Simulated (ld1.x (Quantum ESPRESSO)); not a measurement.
Configuration tests for iron (PAW)

```json
{
 "Element": "iron (Fe)",
 "Generator": "ld1.x (Quantum ESPRESSO) 7.5",
 "Type": "PAW",
 "Functional": "PBE",
 "Relativity": "fully relativistic",
 "Frozen core": "[Ne]",
 "Valence charge": "16",
 "Reference configuration": "3s2 3p6 3d6 4s2 4p0",
 "Partial waves": "3s (bound): rcut 1.10, rcutus 1.30 bohr; 4s (bound): rcut 1.10, rcutus 1.30 bohr; 3p (bound): rcut 1.20, rcutus 1.30 bohr; 4p (bound, empty): rcut 1.20, rcutus 1.30 bohr; 3d (bound): rcut 1.55, rcutus 1.75 bohr; 3d channel at -0.05 Ry: rcut 1.55, rcutus 1.75 bohr",
 "Local potential": "all-electron potential smoothed inside 1.00 bohr (lloc = -2)",
 "Core correction": "a·sin(br)/r model core inside 0.60 bohr",
 "Augmentation charge": "PSQ, inside the norm-conserving radii"
}
```

Open shells are filled in proportion to 2j + 1 (rel_dist='average').

Energies are relative to the spin-unpolarised reference configuration 3s2 3p6 3d6 4s2 4p0; without spin polarisation the order of configurations can differ from experiment.

| valence configuration | charge | ΔE all-electron (eV) | error AE − PS (meV) |
| --- | --- | --- | --- |
| 3s2 3p6 3d6 4s1 4p0 | +1 | 8.729 | -0.2 |
| 3s2 3p6 3d6 4s0 4p0 | +2 | 24.932 | -1.4 |
| 3s2 3p6 3d5 4s0 4p0 | +3 | 59.155 | -5.0 |
| 3s2 3p6 3d6 4s0 4p1 | +1 | 13.783 | -0.7 |
| 3s2 3p6 3d5 4s2 4p1 | 0 | 8.746 | -7.7 |
| 3s2 3p6 3d6 4s1.5 4p0 | +0.5 | 3.484 | -0.1 |

**Question.** What are ΔE and the potential's error for 3s2 3p5 3d6 4s2 4p0?

**Answer.** ΔE = 67.690 eV all-electron; the error (AE − PS) is -19 meV.

Levels in the configuration 3s2 3p6 3d6 4s0 4p1:

```
   level  all-electron (eV)  pseudo (eV)
3s j=1/2           -104.010     -104.004
3p j=1/2            -71.086      -71.081
3p j=3/2            -69.548      -69.543
3d j=3/2            -17.464      -17.460
3d j=5/2            -17.309      -17.305
4p j=1/2             -8.139       -8.140
4p j=3/2             -8.054       -8.054
```

The ghost test of this file was not conclusive.
